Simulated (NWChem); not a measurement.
Basis-set dependence for CF2

```
C
F 1 1.2986
F 1 1.2986 2 104.83
```
Charge 0, spin multiplicity 1.

Everything below was run with NWChem. The geometry was optimised at B3LYP/def2-SVP, a minimum by its harmonic frequencies.

Hartree-Fock energies in Ha, correlation energies in mHa.

The correlated methods keep 3 core orbitals frozen. The Pople sets run with spherical d functions. The structure started from a generated list of species. Coupled-cluster values serve here as a point of comparison, not as the truth.

```csv
basis,functions,RHF,MP2,SCS-MP2,CCSD,CCSD+T(CCSD),CCSD(T),CR-CCSD[T],CR-CCSD(T)
def2-SVP,42,-236.46726,-478.5,-461.5,-492.7,-506.4,-504.4,-503.7,-502.2
6-311G**,54,-236.72406,-524.6,-506.9,-534.4,-552.4,-550.6,-548.9,-547.4
def2-TZVP,93,-236.76820,-629.3,-613.4,-638.3,-662.5,-660.6,-657.6,-656.1
```

From 6-311G** to def2-TZVP the Hartree-Fock energy moves by -44.1 mHa and the MP2 correlation energy by -104.7 mHa, which is 17 % of its value in the larger set.
